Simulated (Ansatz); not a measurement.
Basis-set extrapolation for `BO/C=N\[SiH3]` (PBE0-D4/def2-TZVP geometry, frozen core, Ansatz 0.2.0). Multiplicity 1, RHF reference.

```json
{"": "HF", "def2-TZVPP": "-484.416946", "def2-QZVPP": "-484.435403"}
{"": "MP2 correlation", "def2-TZVPP": "-0.813296", "def2-QZVPP": "-0.871861"}
{"": "CCSD(T) correlation", "def2-TZVPP": "-0.889335", "def2-QZVPP": "not run"}
```

Energies in hartree. Use E(X) = E(∞) + A·exp(−7.88·√X) for Hartree–Fock and E(X) = E(∞) + B·X^(−2.97) for correlation, with X = 3 and 4, and add CCSD(T) minus MP2 of the smaller set to the MP2 limit.

Task: What is the CCSD(T) energy at the basis-set limit?

Result: HF limit: -484.435403 + (-0.018457) × 0.13774 = -484.43795. MP2 limit: -0.871861 + (-0.058565) × 0.74074 = -0.91524. Higher-order term: -0.889335 − (-0.813296) = -0.07604. Total: -485.42923 hartree, 3.35 eV below CCSD(T)/def2-TZVPP.
